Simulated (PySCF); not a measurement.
**Ruthenium: a sound run and one with changed settings**

Sound run: Ru⁺ [Kr] 4d7, Ru²⁺ [Kr] 4d6. All numbers are calculated (PySCF 2.14, scalar relativity through the core potential, in aug-cc-pVDZ-PP with ECP28MDF (5s5p4d2f, 54 functions)). The sound run starts from symmetry-adapted Hartree-Fock orbitals and uses a fine grid where one is needed.

A second run was set up differently.

```tsv
species	method	sound run (hartree)	changed run (hartree)	converged
Ru⁺	UHF	-93.58104	-93.57760	no
Ru⁺	M06-L	-94.27462	-94.27462	no
Ru⁺	PBE	-94.21466	-94.21466	no
Ru²⁺	UHF	-93.03311	-93.03311	no
Ru²⁺	M06-L	-93.65906	-93.65906	yes
Ru²⁺	PBE	-93.59111	-93.59111	yes
```

What was changed?
A. angular grid far too coarse
B. level shift left on
C. too few SCF iterations
D. radial grid too coarse

C. It used initial guess atom, at most 8 SCF cycles. The SCF was stopped early; the energies are upper bounds that still move, and correlated levels were skipped or rest on poor orbitals.
